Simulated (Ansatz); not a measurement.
Geometry optimisation, RKS CAM-B3LYP-D4/STO-3G in Ansatz.

input.yaml

```yaml
crystal:
  periodic: [false, false, false]
  atoms:
    - { symbol: O, position_ang: [-2.0608, -0.9428, 0.2447] }
    - { symbol: Al, position_ang: [-0.5257, -0.0097, 0.4581] }
    - { symbol: S, position_ang: [-0.5021, 1.9414, 1.6048] }
    - { symbol: Al, position_ang: [1.6431, -0.9114, -0.5295] }
    - { symbol: F, position_ang: [3.1266, -0.0479, -0.3283] }
    - { symbol: H, position_ang: [-2.4827, -0.5112, -0.6073] }
    - { symbol: H, position_ang: [-0.6765, 2.6971, 0.4584] }
    - { symbol: H, position_ang: [1.5703, -2.2725, -1.3567] }
basis:
  gaussian: { orbitals: STO-3G }
hamiltonian:
  xc: cam_b3lyp
  dispersion: d4
relax:
  f_tol: 0.02
  max_steps: 40
```

Run as:

```bash
$ ansatz run input.yaml --threads 1 --pin off --max-ram 2048MiB --backend cpu --events-out ev --progress --plain --runs-dir out
```

Task: Where does it end, and by what steps?

Result: It converged. Limits of this set-up: minimal basis. After 37 steps the energy has fallen by 1.647 eV; F5 moved furthest, 1.36 Å.

| step | energy less start (eV) | largest force component (eV/Å) | accepted |
| --- | --- | --- | --- |
| 0 | 0.0000 | 2.580 | yes |
| 2 | -0.8191 | 1.630 | yes |
| 4 | -1.2044 | 1.464 | yes |
| 6 | -1.3753 | 0.193 | yes |
| 8 | -1.4002 | 0.227 | yes |
| 10 | -1.4499 | 0.817 | yes |
| 12 | -1.5323 | 1.126 | yes |
| 14 | -1.6210 | 0.162 | yes |
| 16 | -1.6247 | 0.229 | yes |
| 18 | -1.6310 | 0.029 | yes |
| 20 | -1.6336 | 0.170 | yes |
| 22 | -1.6369 | 0.143 | yes |
| 24 | -1.6381 | 0.268 | no |
| 26 | -1.6419 | 0.082 | yes |
| 28 | -1.6423 | 0.088 | yes |
| 30 | -1.6447 | 0.202 | yes |
| 32 | -1.6459 | 0.065 | yes |
| 34 | -1.6464 | 0.030 | yes |
| 36 | -1.6441 | 0.279 | no |
| 37 | -1.6470 | 0.011 | yes |

```xyz
8
Properties=species:S:1:pos:R:3
O -1.809 -1.107 0.380
Al -0.555 0.012 0.133
S -1.141 2.015 0.490
Al 1.524 -0.789 -0.546
F 2.708 -0.999 0.553
H -2.643 -0.604 0.666
H 0.067 2.549 0.215
H 1.940 -1.134 -1.946
```

Time of the run: 88 s on 1 thread of Arm Neoverse V2 (shared host), peak memory 0.15 GiB.
